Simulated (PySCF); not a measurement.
Molecule: B(OH)(SiH3)2, SMILES B([SiH3])([SiH3])O. Atoms near the plane z = 0.0 Å, at the PBE0/def2-SVP optimised geometry (x, y, z in Å): Si4 (-0.4, 1.2, 0.0), H5 (1.1, 1.2, 0.0), H7 (-0.9, 2.6, 0.0), H9 (-1.1, -2.6, -0.7).

Level of theory: PBE0/def2-TZVP in PySCF. Cells within 0.4 Å of a nucleus heavier than hydrogen are left out (blank, or x). The values are rescaled to run from 0 to 1.

```
|11111111110000000000000000000|
|11111111110000000000000000000|
|11111111111000000000000000000|
|11111111111110000000000000000|
|11111111112321000000000000000|
|11111111125994100000000000000|
|11111111139999321000000000000|
|11111111249999952100000000000|
|11111222259999996311000000000|
|11111222489999999973100000000|
|111112235999xx999996100000000|
|111112235999xx999997100000000|
|11111123599999999994100000000|
|11111122469999999531000000000|
|01111122346999994210000000000|
|00111112234567753100000000000|
|00011111222334432100000000000|
|00001111111223221100000000000|
|00000111111122221100000000000|
|00000000001122111000000000000|
|00000000012321100000000000000|
|00000000014741000000000000000|
|00000000014641000000000000000|
|00000000012210000000000000000|
|00000000000000000000000000000|
|00000000000000000000000000000|
|00000000000000000000000000000|
|00000000000000000000000000000|
|00000000000000000000000000000|
```
Scale: ten equal steps from 0.000 (start of '0') to 1.00 (end of '9'), in the order '0123456789'; x runs from -5.00 to 5.00, y from -5.00 (bottom) to 5.00 (top).

**Question.** Which quantity is mapped?
A) electron localisation function
B) an orbital amplitude
C) electrostatic potential
D) log10 of the electron density

**Answer.** C, electrostatic potential. In full: electrostatic potential (hartree/e), clipped to [-0.08, 0.12].
